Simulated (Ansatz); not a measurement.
A series at Sc: from `[Cl][Sc]([Cl])[Cl]`, ligands are replaced one by one, each step taking up H–F and setting free HCl; n counts the steps. Ansatz, PBE0-D4/def2-TZVP geometries.

```
n              molecule  zero-point energy, PBE0-D4/def2-TZVP (kJ/mol)
0  `[Cl][Sc]([Cl])[Cl]`                                            9.4
1   `[F][Sc]([Cl])[Cl]`                                           11.4
2    `[F][Sc]([F])[Cl]`                                           13.2
3     `[F][Sc]([F])[F]`                                              ?
```

Question: By hand: fit a straight line y = ȳ + b (n − n̄) to the 3 given rows and predict n = 3.

Answer: n̄ = 1.000, ȳ = 11.33; Σ(n − n̄)(y − ȳ) = 3.80, Σ(n − n̄)² = 2.000, so b = 1.90 kJ/mol a step. Prediction: 11.33 + (1.90) × (2.000) = 15.1 kJ/mol.

Question: By hand: compare with the computed value, 15.0 kJ/mol, and give the steps along the whole series.

Answer: The line misses by -0.1 kJ/mol (computed minus predicted). Steps: 2.0, 1.8, 1.8 kJ/mol.

The steps differ by at most 0.2 kJ/mol, 11 % of a mean step, so the ligands' effects nearly add and a line is close. The miss is 1.8 % of the series' range.
